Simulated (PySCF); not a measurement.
A calculated (r2SCAN, PySCF 2.14, ANO-RCC-VTZP, scalar relativity by spin-free X2C-1e) atom or ion has these occupied shells.

```json
{"shell": "1s α", "electrons": "1", "orbital energy (eV)": "-25362.9", "rms radius, mean of both spins (bohr)": "0.0357"}
{"shell": "1s β", "electrons": "1", "orbital energy (eV)": "-25362.8", "rms radius, mean of both spins (bohr)": "0.0357"}
{"shell": "2s α", "electrons": "1", "orbital energy (eV)": "-3774.8", "rms radius, mean of both spins (bohr)": "0.146"}
{"shell": "2s β", "electrons": "1", "orbital energy (eV)": "-3774.3", "rms radius, mean of both spins (bohr)": "0.146"}
{"shell": "2p α", "electrons": "3", "orbital energy (eV)": "-3388.0", "rms radius, mean of both spins (bohr)": "0.130"}
{"shell": "2p β", "electrons": "3", "orbital energy (eV)": "-3387.6", "rms radius, mean of both spins (bohr)": "0.130"}
{"shell": "3s α", "electrons": "1", "orbital energy (eV)": "-721.70", "rms radius, mean of both spins (bohr)": "0.393"}
{"shell": "3s β", "electrons": "1", "orbital energy (eV)": "-721.47", "rms radius, mean of both spins (bohr)": "0.393"}
{"shell": "3p α", "electrons": "3", "orbital energy (eV)": "-593.38", "rms radius, mean of both spins (bohr)": "0.395"}
{"shell": "3p β", "electrons": "3", "orbital energy (eV)": "-593.09", "rms radius, mean of both spins (bohr)": "0.395"}
{"shell": "3d α", "electrons": "5", "orbital energy (eV)": "-390.86", "rms radius, mean of both spins (bohr)": "0.377"}
{"shell": "3d β", "electrons": "5", "orbital energy (eV)": "-390.36", "rms radius, mean of both spins (bohr)": "0.377"}
{"shell": "4s α", "electrons": "1", "orbital energy (eV)": "-126.67", "rms radius, mean of both spins (bohr)": "0.968"}
{"shell": "4s β", "electrons": "1", "orbital energy (eV)": "-124.08", "rms radius, mean of both spins (bohr)": "0.968"}
{"shell": "4p α", "electrons": "3", "orbital energy (eV)": "-89.095", "rms radius, mean of both spins (bohr)": "1.06"}
{"shell": "4p β", "electrons": "3", "orbital energy (eV)": "-86.449", "rms radius, mean of both spins (bohr)": "1.06"}
{"shell": "4d α", "electrons": "5", "orbital energy (eV)": "-34.694", "rms radius, mean of both spins (bohr)": "1.38"}
{"shell": "4d β", "electrons": "3", "orbital energy (eV)": "-32.948", "rms radius, mean of both spins (bohr)": "1.38"}
{"shell": "5s α", "electrons": "1", "orbital energy (eV)": "-23.241", "rms radius, mean of both spins (bohr)": "2.83"}
```

**Question.** Name the element and its charge.

**Answer.** Ag²⁺ (silver, charge +2), in [Kr] 4d8 5s1, high-spin 4F determinant (an excited configuration).
